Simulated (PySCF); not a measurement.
Job file and geometry (Å, from GFN2-xTB) of a spin–spin coupling run on `[GeH3][n]1ncc(C)n1`, C₃H₇GeN₃, B3LYP/pcJ-1 Ge:pcSseg-1 indirect spin-spin coupling, non-relativistic, gas phase in PySCF; density fitting, a coarse starting grid and PySCF grid level 2 are the driver's defaults:

```
{"job": {"kind": "j", "xc": "B3LYP", "basis": "pcJ-1"}, "charge": 0, "multiplicity": 1}
C     -2.362498    -0.744237     0.298302
C     -1.069451    -0.059685     0.049858
C     -0.801019     1.309095    -0.118404
N      0.495715     1.455063    -0.325400
N      0.991178     0.234755    -0.284166
Ge     2.755197    -0.156206    -0.585969
N      0.086337    -0.700125    -0.062431
H     -2.876101    -0.928865    -0.645326
H     -2.186182    -1.698981     0.786141
H     -3.003441    -0.126051     0.922586
H     -1.467354     2.146743    -0.088493
H      3.010540    -1.386622     0.209375
H      3.498541     1.048565    -0.131830
H      2.927861    -0.393921    -2.051388
```

**Question.** Write the output of this run.

**Answer.** 
```
coarse grid: 55624 points
cycle   1  E = -2359.5156094661  dE =  5.233e-01  |g| = 9.937e-01  |ddm| = 3.535e+00
cycle   2  E = -2359.4556440205  dE =  5.997e-02  |g| = 1.108e+00  |ddm| = 1.152e+00
cycle   3  E = -2359.5853696092  dE = -1.297e-01  |g| = 2.608e-01  |ddm| = 7.840e-01
cycle   4  E = -2359.5978972715  dE = -1.253e-02  |g| = 1.103e-01  |ddm| = 2.518e-01
cycle   5  E = -2359.6001504610  dE = -2.253e-03  |g| = 1.304e-02  |ddm| = 7.340e-02
cycle   6  E = -2359.6001711939  dE = -2.073e-05  |g| = 7.438e-03  |ddm| = 1.208e-02
cycle   7  E = -2359.6001822985  dE = -1.110e-05  |g| = 1.417e-03  |ddm| = 5.872e-03
cycle   8  E = -2359.6001824997  dE = -2.012e-07  |g| = 1.019e-03  |ddm| = 1.611e-03
final grid: 117248 points
cycle   9  E = -2359.6001690407  dE =  7.716e-07  |g| = 2.201e-03  |ddm| = 2.539e-03
cycle  10  E = -2359.6001649261  dE =  4.115e-06  |g| = 4.943e-03  |ddm| = 5.026e-03
cycle  11  E = -2359.6001700439  dE = -5.118e-06  |g| = 1.922e-04  |ddm| = 3.534e-03
cycle  12  E = -2359.6001700515  dE = -7.543e-09  |g| = 1.884e-05  |ddm| = 1.345e-04
cycle  13  E = -2359.6001700515  dE = -6.867e-11  |g| = 6.076e-06  |ddm| = 1.527e-05
converged SCF energy = -2359.6001700515

Indirect spin-spin couplings (Hz)
  i      j    bonds     total        FC       PSO       DSO        SD
  0 C    1 C    1     57.309    58.082    -1.035     0.262         -
  0 C    2 C    2      7.905     8.153    -0.239    -0.009         -
  0 C    3 N    3     -0.145    -0.132    -0.034     0.036    -0.015
  0 C    4 N    3     -3.607    -3.663     0.053     0.024    -0.021
  0 C    6 N    2     -9.405    -9.566     0.194    -0.002    -0.030
  0 C    7 H    1    132.506   130.630     1.210     0.666         -
  0 C    8 H    1    135.720   133.986     1.060     0.674         -
  0 C    9 H    1    133.381   131.513     1.205     0.664         -
  0 C   10 H    3      0.191     0.207     0.079    -0.095         -
  0 C   13 H    5     -0.188    -0.121     0.146    -0.214         -
  1 C    2 C    1     56.370    62.239    -6.204     0.335         -
  1 C    3 N    2      1.511     0.610     0.404    -0.005     0.502
  1 C    4 N    2     -1.387    -0.882     0.127    -0.034    -0.597
  1 C    6 N    1     -0.622    -5.746     6.311    -0.127    -1.060
  1 C    7 H    2     -7.346    -7.403     0.009     0.048         -
  1 C    8 H    2     -7.572    -7.482    -0.121     0.030         -
  1 C    9 H    2     -4.763    -4.667    -0.136     0.039         -
  1 C   10 H    2     13.740    14.574    -0.552    -0.281         -
  1 C   12 H    4      1.569     1.800     0.210    -0.441         -
  2 C    3 N    1     -0.410    -5.633     6.281    -0.110    -0.948
  2 C    4 N    2     -0.974    -0.460     0.158    -0.028    -0.644
  2 C    6 N    2      1.244     0.403     0.338    -0.002     0.506
  2 C    7 H    3      1.461     1.527     0.031    -0.096         -
  2 C    8 H    3      6.538     6.528     0.384    -0.373         -
  2 C    9 H    3      2.601     2.755    -0.268     0.114         -
  2 C   10 H    1    197.276   196.243    -0.051     1.084         -
  2 C   11 H    4      1.549     1.779     0.231    -0.460         -
  2 C   13 H    4      0.151     0.300     0.208    -0.356         -
  3 N    4 N    1    -15.883   -12.403    -3.550     0.069     0.001
  3 N    6 N    2     -1.197     0.704    -2.396    -0.008     0.503
  3 N    7 H    4      0.520     0.462    -0.079     0.117     0.021
  3 N    8 H    4      0.229     0.141    -0.085     0.148     0.025
  3 N    9 H    4      0.264     0.230    -0.077     0.110     0.001
  3 N   10 H    2    -13.999   -15.044     0.920     0.120     0.005
  3 N   11 H    3     -3.898    -4.144    -0.046     0.299    -0.007
  3 N   12 H    3     -0.602    -0.658     0.129    -0.076     0.004
  3 N   13 H    3     -0.185    -0.324     0.010     0.130    -0.000
  4 N    6 N    1    -15.789   -12.455    -3.350     0.071    -0.055
  4 N    7 H    4     -0.286    -0.271    -0.095     0.079     0.001
  4 N    8 H    4      0.254     0.275    -0.080     0.073    -0.014
  4 N   10 H    3     -9.209    -9.179    -0.176     0.200    -0.055
  4 N   11 H    2     -4.893    -5.078     0.057     0.134    -0.006
  4 N   12 H    2     -5.026    -5.217     0.058     0.139    -0.006
  4 N   13 H    2     -4.006    -4.207     0.021     0.176     0.003
  6 N    7 H    3     -1.185    -1.273     0.059     0.047    -0.019
  6 N    8 H    3     -2.093    -2.305     0.294    -0.102     0.020
  6 N    9 H    3     -4.477    -4.571    -0.061     0.144     0.011
  6 N   10 H    3     -0.608    -0.852    -0.066     0.246     0.064
  6 N   11 H    3     -0.732    -0.778     0.129    -0.087     0.004
  6 N   12 H    3     -4.196    -4.442    -0.046     0.302    -0.009
  6 N   13 H    3     -0.081    -0.214     0.014     0.118     0.001
  7 H    8 H    2    -16.140   -16.288     2.740    -2.592         -
  7 H    9 H    2    -16.089   -16.240     2.773    -2.622         -
  7 H   10 H    4     -1.006    -0.973     0.436    -0.469         -
  7 H   12 H    6     -0.510    -0.031     0.726    -1.205         -
  7 H   13 H    6      0.512     0.622     0.321    -0.431         -
  8 H    9 H    2    -13.221   -13.327     2.825    -2.720         -
  8 H   10 H    4     -0.464    -0.434     1.542    -1.572         -
  8 H   12 H    6     -0.569    -0.038     0.640    -1.171         -
  9 H   10 H    4     -0.400    -0.422    -0.606     0.628         -
  9 H   13 H    6     -0.215     0.072     0.728    -1.015         -
 10 H   12 H    5     -0.224    -0.131     0.810    -0.904         -
 10 H   13 H    5     -0.635    -0.285     0.924    -1.274         -
 11 H   12 H    2     13.662    18.171     1.417    -5.926         -
 11 H   13 H    2     16.285    20.304     1.287    -5.306         -
 12 H   13 H    2     16.091    20.093     1.286    -5.288         -
```

Size and cost of the density-fitted run: 273 basis functions, of the order of 2.9 core-minutes.
